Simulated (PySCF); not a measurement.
Two species compared at the same levels of theory.

First species: C₄H₄O₂S.
Z-matrix (Å and degrees, GFN2-xTB geometry), rows numbered from 1:
```
O 
S   1  1.4356
O   2  1.4355  1  117.83
C   2  1.8032  1  110.88  3  -129.40
C   4  1.3240  2  108.32  1  -113.46
C   5  1.4642  4  115.48  2    -0.02
C   6  1.3240  5  115.48  4    -0.02
H   4  1.0699  2  122.26  1    66.44
H   5  1.0789  4  125.11  2   179.94
H   6  1.0789  5  119.45  4   179.99
H   7  1.0700  2  122.23  1   -66.56
```

Second species: C₄H₆O.
Z-matrix (Å and degrees, GFN2-xTB geometry), rows numbered from 1:
```
O 
C   1  1.4115
C   2  1.5169  1  112.42
C   3  1.5031  2  120.44  1   -91.66
C   4  1.2987  3   64.26  2  -106.76
H   1  0.9638  2  108.25  3    53.43
H   2  1.1013  1  110.41  3  -122.62
H   2  1.0937  1  105.15  3   120.43
H   3  1.0880  2  112.85  1    57.53
H   4  1.0620  3  145.38  5  -179.70
H   5  1.0613  3  144.65  4   179.70
```

Levels: CAM-B3LYP/def2-SVPD for dipole moment, HOMO energy, LUMO energy, HOMO–LUMO gap, static isotropic polarisability and electronic spatial extent ⟨r²⟩ about the centre of nuclear charge; TDDFT CAM-B3LYP/def2-SVPD for lowest singlet excitation; TDA CAM-B3LYP/def2-SVPD for lowest triplet excitation (Tamm–Dancoff); GFN2-xTB for rotational constant A and rotational constant C. Geometries: GFN2-xTB. Each structure is a single optimised conformer of the isolated species, non-relativistic unless stated; the electronic structure was computed with PySCF and density fitting.

The conformers computed, where there is a choice (atom-mapped SMILES and torsion angles):
- `[OH:1][CH2:2][CH:3]1[CH:4]=[CH:5]1`: O1–C2–C3–C4 -92°, H–O1–C2–C3 53°

Q: Which of the two has the higher HOMO energy, and by how much?

A: The second: -8.68 eV against -9.21 eV, a difference of 0.53 eV.

Q: Which has the higher S1 energy?

A: The second: 6.09 eV against 4.43 eV, a difference of 1.66 eV.

Q: Which has the higher rotational constant A?

A: The second: 15.397 GHz against 4.352 GHz, a difference of 11.045 GHz.

Q: Which has the higher HOMO–LUMO gap?

A: The second: 9.41 eV against 7.73 eV, a difference of 1.68 eV.

Q: Which of the two has the higher dipole moment, and by how much?

A: The first: 5.33 D against 2.32 D, a difference of 3.01 D.

Q: Which of the two has the higher T1 energy, and by how much?

A: The second: 4.03 eV against 2.75 eV, a difference of 1.28 eV.

Q: Which of the two has the higher ⟨r²⟩, and by how much?

A: The first: 680 bohr² against 434 bohr², a difference of 246 bohr².

Q: Which has the higher rotational constant C?

A: The second: 2.985 GHz against 2.069 GHz, a difference of 0.916 GHz.

On the first: The principal polarisabilities are 52.0, 66.1 and 82.2 au; their mean is the isotropic value. In wavenumbers S1 is 35700 cm⁻¹ (1 eV = 8065.54 cm⁻¹).

On the second: The polarisability is 7.34 Å³ as a volume (1 au = 0.148185 Å³), or 1.30 au for each of the 38 electrons. The principal polarisabilities are 41.8, 50.9 and 55.8 au; their mean is the isotropic value.
